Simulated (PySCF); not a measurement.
One molecule, many inputs

Molecule: SMILES C(C)C(C)(C)CF, C6H13F; geometry GFN2-xTB.

Geometry:
```
atom   x (Å)   y (Å)   z (Å)
  C1   1.727  -1.230  -0.397
  C2   1.169   0.005   0.301
  C3  -0.329   0.283   0.078
  C4  -0.705   1.549   0.858
  C5  -0.647   0.489  -1.404
  C6  -1.184  -0.880   0.594
  F7  -0.912  -1.156   1.913
  H8   1.592  -1.175  -1.474
  H9   1.256  -2.138  -0.030
 H10   2.794  -1.305  -0.196
 H11   1.336  -0.099   1.376
 H12   1.727   0.881  -0.036
 H13  -0.541   1.398   1.922
 H14  -1.753   1.797   0.703
 H15  -0.100   2.390   0.530
 H16  -1.688   0.779  -1.532
 H17  -0.020   1.277  -1.813
 H18  -0.478  -0.420  -1.975
 H19  -2.250  -0.632   0.543
 H20  -0.997  -1.801   0.036
```

All runs: PySCF, non-relativistic, gas phase unless a solvent (IEF-PCM) is named; grid level 2, GIAOs and SCF threshold 1e-9 unless changed. The yardstick, PBE0/pcSseg-1, gives these isotropic shieldings σ (ppm, equivalent atoms averaged): C6 96.6, C3 149.7, C2 154.0, C4/C5 160.9, C1 176.8, H8/H9/H10 30.75, H13/H14/H15/H16/H17/H18 30.83.

(1) What do these inputs give? (1) PBE0/6-311G**; grid level 3; (2) wB97X-D/pcSseg-1; aux def2-universal-jkfit; (3) B3LYP/pcseg-1; guess atom; (4) PBE/pcSseg-1; (5) PBE0/pcSseg-1; max_cycle 96; charge 2; altered: charge 2

(2) Comment on the technical settings and failures.

Answers

(1) 
| run | outcome | functions | wall time | C6 | C3 | C2 | C4/C5 | C1 | H8/H9/H10 | H13/H14/H15/H16/H17/H18 |
| --- | --- | --- | --- | --- | --- | --- | --- | --- | --- | --- |
| 1 | converged | 204 | 18 s | 101.3 | 151.7 | 157.1 | 164.8 | 180.5 | 31.13 | 31.21 |
| 2 | converged | 184 | 17 s | 96.4 | 149.9 | 154.4 | 160.8 | 176.6 | 30.85 | 30.93 |
| 3 | converged | 163 | 13 s | 100.9 | 150.1 | 156.3 | 164.6 | 181.1 | 30.92 | 31.01 |
| 4 | converged | 184 | 23 s | 89.0 | 142.8 | 147.8 | 156.1 | 172.4 | 30.67 | 30.74 |
| 5 | converged | 184 | 20 s | 1553.3 | -3049.9 | -2612.0 | -1277.8 | -2040.2 | -18.28 | -9.20 |

Times are on 1 thread of an AMD EPYC 9R45 96-Core, shared host.

(2) 
- Run 2: The functional differs from the yardstick's, which in itself moves the values. The other auxiliary basis adds little: it changes only the density-fitting error.
- Run 3: The functional and orbital basis differ from the yardstick's, which in itself moves the values. The starting guess changes the path of the SCF (10 cycles), not the solution, provided the same state is reached.
- Run 5: Charge 2 and multiplicity 1 describe another species than the intended molecule, on its geometry. The cycle limit changes the path of the SCF (20 cycles), not the solution, provided the same state is reached.

Run 5 was set up unsoundly or failed; its numbers aren't to be quoted as properties of the molecule.
